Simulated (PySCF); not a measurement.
Cl₂Hg, triplet, at a GFN2-xTB geometry (such geometries of metal compounds can be far from the true shape) (a higher spin typed on purpose: for a closed-shell molecule this is an excited state) (core potentials on Hg). Base run: DF-SVWN5/def2-SVP in PySCF.

PySCF was given this input:
```python
from pyscf import gto, scf, dft

mol = gto.M(
    atom='''
Hg   -0.52262276    0.06185863   -0.51025056
Cl    2.16280555    0.08435262    0.27273084
Cl    0.29659568   -0.37545207    2.12844827
''',
    basis='def2-svp',
    ecp={'Hg': 'def2-svp'},
    spin=2,
    verbose=4,
)

mf = dft.UKS(mol)
mf.xc = 'lda,vwn'
mf = mf.density_fit(auxbasis='def2-universal-jkfit')
mf.kernel()
mf.analyze()
```

Each row names what was changed in the base input (with any setting that the change needs).

```json
[
 {"change": "base", "basis functions": "68", "E (Eh)": "-1070.36984", "HOMO (eV)": "-6.64", "dipole (D)": "2.67", "core-seconds (rough)": "8"},
 {"change": "basis = LANL2DZ", "basis functions": "(withheld)", "E (Eh)": "(withheld)", "HOMO (eV)": "(withheld)", "dipole (D)": "(withheld)", "core-seconds (rough)": "2"},
 {"change": "basis = def2-SV(P)", "basis functions": "61", "E (Eh)": "-1070.36933", "HOMO (eV)": "-6.64", "dipole (D)": "2.67", "core-seconds (rough)": "8"},
 {"change": "basis = def2-SVPD", "basis functions": "89", "E (Eh)": "-1070.39074", "HOMO (eV)": "-7.05", "dipole (D)": "3.35", "core-seconds (rough)": "10"},
 {"change": "basis = def2-TZVP", "basis functions": "117", "E (Eh)": "-1070.69906", "HOMO (eV)": "-6.96", "dipole (D)": "3.24", "core-seconds (rough)": "10"},
 {"change": "basis = def2-TZVPD", "basis functions": "138", "E (Eh)": "-1070.70069", "HOMO (eV)": "-7.00", "dipole (D)": "3.28", "core-seconds (rough)": "20"},
 {"change": "basis = def2-TZVPP", "basis functions": "143", "E (Eh)": "-1070.69970", "HOMO (eV)": "-6.95", "dipole (D)": "3.22", "core-seconds (rough)": "20"},
 {"change": "basis = def2-QZVP", "basis functions": "(withheld)", "E (Eh)": "(withheld)", "HOMO (eV)": "-6.98", "dipole (D)": "3.24", "core-seconds (rough)": "30"},
 {"change": "basis = def2-QZVPP", "basis functions": "228", "E (Eh)": "-1070.73928", "HOMO (eV)": "-6.98", "dipole (D)": "3.23", "core-seconds (rough)": "30"}
]
```

**Question.** Complete the blanks.

**Answer.** 
- basis = LANL2DZ, basis functions: 34
- basis = LANL2DZ, E (Eh): -72.60029
- basis = LANL2DZ, HOMO (eV): -6.41
- basis = LANL2DZ, dipole (D): 4.24
- basis = def2-QZVP, basis functions: 212
- basis = def2-QZVP, E (Eh): -1070.73917

Totals compare only among sets that treat the same electrons; sets with core potentials leave the core out.

Open shells are given as the SCF converged; they aren't shown to be the lowest states, and a large step between rows can be another state.
